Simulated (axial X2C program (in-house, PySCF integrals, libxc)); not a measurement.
# Potential curves of NaW, two-component

Computed with an axial X2C code built on PySCF integrals. Two-component (2c) means X2C with spin–orbit coupling and atomic mean-field two-electron Coulomb and Gaunt terms. Basis: W dyall-cv3z [13s14p9d7f4g], Na dyall-cv3z [9s8p5d2f] (cores contracted in-house); Gaussian nuclei, density fitting, unrestricted open shells. Masses: W 183.951 u, Na 22.990 u.

State: Ω = 5/2 (⟨Sz⟩ = 2.46, ⟨Lz⟩ = 0.04 at PBE0). Energies in cm⁻¹ from the lowest point of each curve. Fits are polynomials in 1 − R0/R over 0.85 to 1.23 times the lowest point R0.

```
 R (Å)  PBE0    HF  TPSS
2.5595  1913  4132  2129
2.6772   799  2590   937
2.7655   320  1760   409
2.8537    73  1149   116
2.9420     0   709     0
3.0450   105   363    67
3.1479   343   154   270
3.2803   795    23   696
3.4421  1470     0  1364
3.6775  2539    99  2475
4.0011  3912   306  3989
4.4130  5284   530  5612
```

The state is a single determinant with fixed occupations, the lowest that a limited PBE0 search found. Density functionals use the spin component along the axis (collinear). With several unpaired electrons one determinant need not be a pure state. This is the top spin component of a Σ state; components of lower Ω are not single determinants and can lie lower. The determinant is spin-polarised beyond a pure state at some levels (its spin-free form has ⟨S²⟩ too high), which makes Re and μ there less reliable.

Fit the PBE0 curve near its minimum: give the equilibrium distance and the harmonic wavenumber.

At PBE0, 2c: Re = 2.936 Å, ωe ≈ 176 cm⁻¹; Be follows as 0.0957 cm⁻¹.

Fit the HF curve near its minimum: give the equilibrium distance and the harmonic wavenumber.

At HF, 2c: Re = 3.393 Å, ωe ≈ 78.6 cm⁻¹; Be follows as 0.0717 cm⁻¹.

Fit the TPSS curve near its minimum: give the equilibrium distance and the harmonic wavenumber.

At TPSS, 2c: Re = 2.959 Å, ωe ≈ 174 cm⁻¹; Be follows as 0.0942 cm⁻¹.
